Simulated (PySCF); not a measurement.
Compound: (HAlPH)4 cubane, Al₄H₈P₄.
Geometry (PBE0-D3(BJ)/def2-SVP, Å), atoms numbered from 1 in this order:
```
atom  x, y, z in Å
Al1   -1.7192    1.0418    0.6654
H2    -3.0064    1.8255    1.1513
P3    -0.2768   -0.3371    2.0322
Al4    1.6928    0.6866    1.0678
H5     2.9510    1.2089    1.8733
P6     0.2503    2.0262   -0.3372
Al7    0.2764    0.3365   -2.0676
H8     0.4901    0.5961   -3.6147
P9    -1.6616   -0.6773   -1.0366
Al10  -0.2576   -2.0743    0.3503
H11   -0.4449   -3.6254    0.6066
P12    1.6818   -1.0227   -0.6427
H13   -0.4703   -0.5656    3.4156
H14    0.4299    3.4112   -0.5672
H15   -2.7960   -1.1322   -1.7510
H16    2.8261   -1.7322   -1.0793
```

Method used: TDDFT wB97X-D/def2-SVPD, vertical, gas phase, core orbitals frozen in the response in PySCF.

Transition dipole moments from the ground state, in atomic units and in the frame of the coordinates above (overall signs are arbitrary), for the states with f of 0.002 or more among the lowest 12:

| state | E (eV) | μx | μy | μz |
| --- | --- | --- | --- | --- |
| S10 | 5.120 | -0.231 | -0.071 | 0.055 |
| S11 | 5.127 | -0.091 | 0.164 | -0.166 |
| S12 | 5.128 | 0.012 | -0.176 | -0.177 |

Q: Work out the oscillator strengths.

A: f = (2/3) ΔE |μ|² with ΔE in hartree (27.2114 eV).

```csv
state,|μ|² (au),|μ| (D),f
S10,0.061,0.63,0.008
S11,0.063,0.64,0.008
S12,0.062,0.63,0.008
```

Q: The point group is Td. Which irreducible representation does each state belong to?

A: From a totally symmetric ground state, an allowed state transforms like the component of the dipole operator along its μ. Every allowed level is T2, three states with equal energy: S10/S11/S12.

Q: What peak molar absorption coefficient would the strongest computed level give as a lone Gaussian band 0.3 eV wide at half height?

A: ε(max) = 2.175×10⁸ f / FWHM, with the width in cm⁻¹. S10/S11/S12 (f summed): 2.175×10⁸ × 0.0234 / 2420 ≈ 2100 L mol⁻¹ cm⁻¹.

S10/S11/S12 coincide within about 0.01 eV; within a degenerate level the directions of the single components are arbitrary.

One conformer stands for the species.
